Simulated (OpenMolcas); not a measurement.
An atom or ion with 30 electrons was computed by XMS-RASPT2, IPEA 0.25 Eh, imaginary shift 0.1 Eh with spin-orbit coupling (OpenMolcas, ANO-RCC-VTZP, DKH2). The lowest levels that the run gave, each within 12 % of the measured value where one is at hand:

```json
{"J": "0", "Parity": "even", "E (eV)": "0.0000", "g": ""}
{"J": "0", "Parity": "odd", "E (eV)": "14.274", "g": ""}
{"J": "1", "Parity": "odd", "E (eV)": "14.588", "g": "1.499"}
{"J": "2", "Parity": "odd", "E (eV)": "15.313", "g": "1.501"}
{"J": "1", "Parity": "odd", "E (eV)": "21.431", "g": "1.002"}
{"J": "0", "Parity": "even", "E (eV)": "34.019", "g": ""}
{"J": "2", "Parity": "even", "E (eV)": "34.419", "g": "1.125"}
{"J": "1", "Parity": "even", "E (eV)": "34.505", "g": "1.501"}
{"J": "2", "Parity": "even", "E (eV)": "35.436", "g": "1.376"}
```

Which ion is it, and what are the configurations and terms?

Kr6+ (Z = 36, charge +6; active space 2 electrons in 9 orbitals (RAS2 4s 4p; RAS3 4d, at most 2 electrons)). J, parity and g give the terms where levels are pure, and mixed ones are named by the computed weights; the size of the splittings, set against known spectra of the 30-electron sequence, gives the charge. In order, with the measured energies in eV (Saloman, J. Phys. Chem. Ref. Data 36, 215 (2007)): 4s2 1S0, 4s 4p 3P* 0 (14.5545), 4s 4p 3P* 1 (14.8899), 4s 4p 3P* 2 (15.6906), 4s 4p 1P* 1 (21.1808), 4p2 3P0 (34.0872), 4p2 1D2 (34.6802), 4p2 3P1 (34.6430), 4p2 3P2 (35.7310).

Term energies are means over components that CASPT2 splits; among the terms shown or strongly mixed into the levels shown the widest spread is 26 cm-1 (4p2 1D). Active for correlation alone: 4d; no level in the range computed is led by a configuration that fills it, so any true level of that kind is missing. Some terms mix strongly with configurations of 4d, whose occupation reaches 0.16 (4p2 1D). Computed and measured levels are paired by configuration, term and J; levels that our copy of the source lacks, or whose pairing is in doubt (as where it misses far off the trend of its configuration), stay unpaired and out of the deviations. Only configurations of the active space appear.

* marks odd parity.
